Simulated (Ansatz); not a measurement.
Telling isomers of BBeHS apart by their spectra

These gas-phase data were calculated for one isomer of BBeHS at B3LYP/6-31G* (harmonic, unscaled wavenumbers; equilibrium rotational constants with average atomic masses):

- rotational constants: 28.69, 13.91, 9.368 GHz
- all wavenumbers above 1500 cm⁻¹: 2739
- dipole moment: 2.54 D (PBE0/def2-TZVPD)

Candidates:

(1) `[BeH][B]=S`, a singlet
(2) `[Be]1[BH][S]1`, a singlet

Task: Assign the data to one candidate and say why.

Result: Candidate (2). The band at 2739 cm⁻¹ lies where the B–H stretch is expected; (1) has no mode between 2350 and 2900 cm⁻¹.

The same quantities for all candidates:

```tsv
	rotational constants (GHz)	wavenumbers above 1500 cm⁻¹	dipole (D)	E above the lowest, B3LYP/6-31G* (kcal/mol)
(1)	4.82	2204	1.34	0.0
(2)	28.69, 13.91, 9.368	2739	2.54	21.9
```

Harmonic stretches to hydrogen usually lie a few per cent above observed fundamentals. Programs: Ansatz 0.2.0.
